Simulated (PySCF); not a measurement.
Compound: C4H8GeO3.
SMILES: `C=COC(=O)C[O][GeH3]`

Method: PySCF 2.14.0, density-fitted response routines, TDDFT PBE0/def2-SVPD, vertical, gas phase, core orbitals frozen in the response. Geometry: PBE0-D3(BJ)/def2-SVP, one conformer, isolated molecule. Relativistic effects, spin–orbit coupling among them, are left out although an element past zinc is present. Torsions of this conformer, `[CH2:1]=[CH:2][O:3][C:4](=[O:5])[CH2:6][O:7][GeH3:8]`: C1–C2–O3–C4 0°, C2–O3–C4–O5 0°, O3–C4–C6–O7 180°, C4–C6–O7–Ge8 -3°.

Broadening: Gaussians 0.3 eV wide at half height, area fixed by f = 4.319×10⁻⁹ ∫ε dν̃. The cross-section is σ = 3.8235×10⁻²¹ ε cm², given in Mb (10⁻¹⁸ cm²). The width is an assumption, not a result. The curve ends short of the highest state used, and states not computed would add to its high-energy end.

E (eV), σ (Mb) and a bar:
```
     5.17       0.00 
     5.22       0.00 
     5.28       0.01 
     5.33       0.03 
     5.39       0.08 
     5.45       0.24 
     5.50       0.61 
     5.56       1.82 #
     5.61       4.25 ###
     5.67      10.13 #######
     5.72      18.05 #############
     5.78      29.81 #####################
     5.83      38.47 ###########################
     5.89      43.20 ##############################
     5.94      41.32 #############################
     6.00      35.20 ########################
     6.05      31.11 ######################
     6.11      30.59 #####################
     6.16      32.72 #######################
     6.22      34.00 ########################
     6.28      30.29 #####################
     6.33      23.62 ################
     6.39      14.39 ##########
     6.44       8.06 ######
```

Q: Locate the maxima and give the states behind the curve.

A: 210 nm (5.90 eV), ε about 11000, made up of S2 (97%); 200 nm (6.21 eV), ε about 8900, made up of S3 (95%) (ε in L mol⁻¹ cm⁻¹; maxima over ε = 5, shares over 10%). The states used: S1 5.62 eV (f 0.0008); S2 5.89 eV (f 0.123); S3 6.23 eV (f 0.095); S4 6.69 eV (f 0.0001); S5 7.03 eV (f 0.050); S6 7.04 eV (f 0.011).

Q: Coming from long wavelengths, where does ε first pass 100 L mol⁻¹ cm⁻¹?

A: At about 226 nm (5.48 eV), 0.14 eV below S1.

Q: What would ε be at 5.90 eV, the highest of these maxima, with half the width (0.15 eV)?

A: About 21600 L mol⁻¹ cm⁻¹ against 11300, a factor of about 1.9; a lone state at its own centre would give exactly 2.

Q: On this curve, what absorbance would a 10⁻⁵ mol/L sample give at 222 nm over a 1 cm path?

A: 222 nm is 5.585 eV, where ε is about 730 L mol⁻¹ cm⁻¹, so A = ε c l ≈ 0.0073 (Beer–Lambert, with the gas-phase spectrum and the assumed width).

The run took about 2.5 min of CPU time (one thread, shared machine).
